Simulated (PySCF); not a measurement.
Electron correlation in Pb⁺ (lead, charge +1)

[Xe] 4f14 5d10 6s2 7s1, 2S determinant (an excited configuration). Calculation: PySCF 2.14, in aug-cc-pVTZ-DK3 (9s8p6d3f, 84 functions); the spin-free X2C one-electron Hamiltonian (Gaussian nucleus). Frozen: [Xe] 4f14 5d10; 3 electrons correlated.

```
  level  correlation energy (mhartree)
   CCSD                         -35.32
    (T)                          -0.57
CCSD(T)                         -35.89
```

Diagnostics: T1 = 0.012, D1 = 0.0292, largest double amplitude 0.071.

The outer electron is Rydberg-like, and this basis confines it to a smaller radius and binds it less than a complete one would.

Cost of the coupled-cluster step: of the order of 2.5 core-seconds, for 3 correlated electrons.

Iterations:

```
CC2 = 0
CCSD nocc = (np.int64(2), np.int64(1)), nmo = (45, 45)
frozen orbitals [[0, 1, 2, 3, 4, 5, 6, 7, 8, 9, 10, 11, 12, 13, 14, 15, 16, 17, 18, 19, 20, 21, 22, 23, 24, 25, 26, 27, 28, 29, 30, 31, 32, 33, 34, 35, 36, 37, 38], [0, 1, 2, 3, 4, 5, 6, 7, 8, 9, 10, 11, 12, 13, 14, 15, 16, 17, 18, 19, 20, 21, 22, 23, 24, 25, 26, 27, 28, 29, 30, 31, 32, 33, 34, 35, 36, 37, 38]]
max_cycle = 100
direct = 0
conv_tol = 1e-08
conv_tol_normt = 1e-06
diis_space = 8
diis_start_cycle = 0
Init t2, MP2 energy = -0.0272127587996142
Init E_corr(UCCSD) = -0.0272127588007833
cycle = 1  E_corr(UCCSD) = -0.0328569001040423  dE = -0.0056441413  norm(t1,t2) = 0.0391679
cycle = 2  E_corr(UCCSD) = -0.034475572011877  dE = -0.00161867191  norm(t1,t2) = 0.0143535
cycle = 3  E_corr(UCCSD) = -0.0353451697862779  dE = -0.000869597774  norm(t1,t2) = 0.00569014
cycle = 4  E_corr(UCCSD) = -0.0353210449975792  dE = 2.41247887e-05  norm(t1,t2) = 0.000840312
cycle = 5  E_corr(UCCSD) = -0.0353257106818002  dE = -4.66568422e-06  norm(t1,t2) = 0.000374091
cycle = 6  E_corr(UCCSD) = -0.0353220922233847  dE = 3.61845842e-06  norm(t1,t2) = 8.95118e-05
cycle = 7  E_corr(UCCSD) = -0.0353223259488955  dE = -2.33725511e-07  norm(t1,t2) = 5.77856e-05
cycle = 8  E_corr(UCCSD) = -0.0353232188213506  dE = -8.92872455e-07  norm(t1,t2) = 4.40514e-05
cycle = 9  E_corr(UCCSD) = -0.0353228472889882  dE = 3.71532362e-07  norm(t1,t2) = 3.33738e-06
cycle = 10  E_corr(UCCSD) = -0.0353229414679496  dE = -9.41789614e-08  norm(t1,t2) = 8.46942e-07
cycle = 11  E_corr(UCCSD) = -0.0353229387356779  dE = 2.73227174e-09  norm(t1,t2) = 1.39997e-07
UCCSD converged
E(UCCSD) = -20877.49184140206  E_corr = -0.0353229387356779
UCCSD(T) correction = -0.000574007699147089
```
